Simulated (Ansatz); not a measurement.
`FC(F)CC(F)(F)F`, relaxed with RKS PBE-D4/def2-SVP in Ansatz 0.2.0 from a rough embedded geometry. The force threshold is 0.03 eV/Å; the program also tests the step.

Charge 0, multiplicity 1.

Start:

```xyz
11

F     1.266    1.984    0.159
C     0.775    0.885   -0.430
F     1.854    0.126   -0.780
C    -0.135    0.192    0.625
C    -0.742   -0.962   -0.004
F    -1.528   -0.584   -1.063
F    -1.567   -1.598    0.890
F     0.089   -1.889   -0.476
H     0.210    1.121   -1.362
H     0.569   -0.153    1.433
H    -0.790    0.877    1.009
```

(1) By how much does the energy fall, and how many steps does the optimiser take? (Estimate.)

(2) Which bonds change most? (Best estimate.)

(3) Give the relaxed structure. (Estimate.)

Results:

(1) The calculation gave: 0.36 eV, in 4 steps.

(2) Ansatz gave: C4–H11 from 1.023 to 1.107 Å; C4–C5 from 1.448 to 1.518 Å; C2–C4 from 1.556 to 1.521 Å; F1–C2 from 1.340 to 1.367 Å.

(3) Computed: 
```xyz
11

F     1.303    2.047    0.180
C     0.801    0.927   -0.422
F     1.850    0.151   -0.822
C    -0.060    0.174    0.580
C    -0.787   -1.023   -0.005
F    -1.539   -0.656   -1.077
F    -1.620   -1.570    0.908
F     0.061   -1.987   -0.417
H     0.232    1.237   -1.329
H     0.582   -0.165    1.416
H    -0.823    0.866    0.987
```
